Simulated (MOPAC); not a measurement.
MOPAC input (AM1):

```
AM1 1SCF GEO-OK AUX(PRECISION=9) THREADS=1
BeCl2

Be    0.00000000 1    0.00000000 1    0.00000000 1
Cl   -0.00000000 1   -0.00000000 1   -1.80410498 1
Cl    0.00000000 1    0.00000000 1    1.80410498 1
```

Output:

```
 *******************************************************************************
 **                                                                           **
 **                              MOPAC v23.2.5                                **
 **                                                                           **
 *******************************************************************************
 ** MOPAC's Digital Object Identifier: https://doi.org/10.5281/zenodo.6511958 **
 **                                                                           **
 ** Please cite the open-source release paper for use of this MOPAC version:  **
 ** J. E. Moussa and J. J. P. Stewart (2026)                                  **
 ** MOPAC: An open-source semiempirical molecular orbital program             **
 ** J. Open Source Softw., 11(119), 8025, https://doi.org/10.21105/joss.08025 **
 *******************************************************************************

                              AM1 CALCULATION RESULTS

 *******************************************************************************
 *  AM1        - The AM1 Hamiltonian to be used
 *  GEO-OK     - OVERRIDE INTERATOMIC DISTANCE AND OTHER SAFETY CHECKS
 *  1SCF       - DO 1 SCF AND THEN STOP
 *  AUX        - OUTPUT AUXILIARY INFORMATION
 *******************************************************************************
AM1 1SCF GEO-OK AUX(PRECISION=9) THREADS=1
 BeCl2

   ATOM   CHEMICAL          X               Y               Z
  NUMBER   SYMBOL      (ANGSTROMS)     (ANGSTROMS)     (ANGSTROMS)

     1      Be          0.00000000  *   0.00000000  *   0.00000000  *
     2      Cl         -0.00000000  *  -0.00000000  *  -1.80410498  *
     3      Cl          0.00000000  *   0.00000000  *   1.80410498  *

          CARTESIAN COORDINATES

    NO.       ATOM           X           Y           Z

     1        Be          0.0000      0.0000      0.0000
     2        Cl         -0.0000     -0.0000     -1.8041
     3        Cl          0.0000      0.0000      1.8041

 Be: (AM1): J. J. P. STEWART, J. MOL. MOD., 10, 155-164 (2004)
 Cl: (AM1): M.J.S. DEWAR AND E. G. ZOEBISCH, THEOCHEM, 180, 1 (1988).

           Empirical Formula: Be Cl2  =     3 atoms

      MOLECULAR POINT GROUP   :   D*h

      RHF CALCULATION, NO. OF DOUBLY OCCUPIED LEVELS = 8

 -------------------------------------------------------------------------------
 AM1 1SCF GEO-OK AUX(PRECISION=9) THREADS=1
 BeCl2

     1SCF WAS SPECIFIED, SO BFGS WAS NOT USED
     SCF FIELD WAS ACHIEVED

                              AM1 CALCULATION
                                                       MOPAC v23.2.5 Linux

          FINAL HEAT OF FORMATION =        -81.02430 KCAL/MOL =    -339.00565 KJ/MOL

          COSMO AREA              =        100.49 SQUARE ANGSTROMS
          COSMO VOLUME            =         84.77 CUBIC ANGSTROMS

          IONIZATION POTENTIAL    =         12.267028 EV
          HOMO LUMO ENERGIES (EV) =        -12.267 -1.015
          NO. OF FILLED LEVELS    =          8
          MOLECULAR WEIGHT        =         79.9182         POINT GROUP:  D*h

          MOLECULAR DIMENSIONS (Angstroms)

            Atom       Atom       Distance
           Cl     3   Cl     2     3.60821
           Cl     3   Cl     2     0.00000
           Be     1   Cl     2     0.00000

          SCF CALCULATIONS        =          1

   ATOM   CHEMICAL          X               Y               Z
  NUMBER   SYMBOL      (ANGSTROMS)     (ANGSTROMS)     (ANGSTROMS)

     1      Be          0.00000000  *   0.00000000  *   0.00000000  *
     2      Cl         -0.00000000  *  -0.00000000  *  -1.80410498  *
     3      Cl          0.00000000  *   0.00000000  *   1.80410498  *

                             CARTESIAN COORDINATES

   1   Be        0.000000000     0.000000000     0.000000000
   2   Cl       -0.000000000    -0.000000000    -1.804104980
   3   Cl        0.000000000     0.000000000     1.804104980

           Empirical Formula: Be Cl2  =     3 atoms

      MOLECULAR POINT GROUP   :   D*h

                  EIGENVALUES
 -37.73247 -37.00704 -14.61394 -13.64726 -13.64726 -13.60133 -12.26703 -12.26703
  -1.01520   1.37453   1.59356   1.59356

              NET ATOMIC CHARGES AND DIPOLE CONTRIBUTIONS

  ATOM NO.   TYPE          CHARGE      No. of ELECS.   s-Pop       p-Pop
    1         Be           0.560209        1.4398     0.55556     0.88423
    2         Cl          -0.280104        7.2801     1.94717     5.33294
    3         Cl          -0.280104        7.2801     1.94717     5.33294
 DIPOLE           X         Y         Z       TOTAL
 POINT-CHG.     0.000     0.000     0.000     0.000
 HYBRID         0.000     0.000    -0.000     0.000
 SUM            0.000     0.000     0.000     0.000

          ATOMIC ORBITAL ELECTRON POPULATIONS

     Atom    s        px        py        pz
    1 Be   0.55556   0.23218   0.23218   0.41987
    2 Cl   1.94717   1.88391   1.88391   1.56512
    3 Cl   1.94717   1.88391   1.88391   1.56512

 **********************
 *                    *
 * JOB ENDED NORMALLY *
 *                    *
 **********************

 == MOPAC DONE ==
```

The geometry given is a B3LYP-D3(BJ)/def2-TZVP minimum.
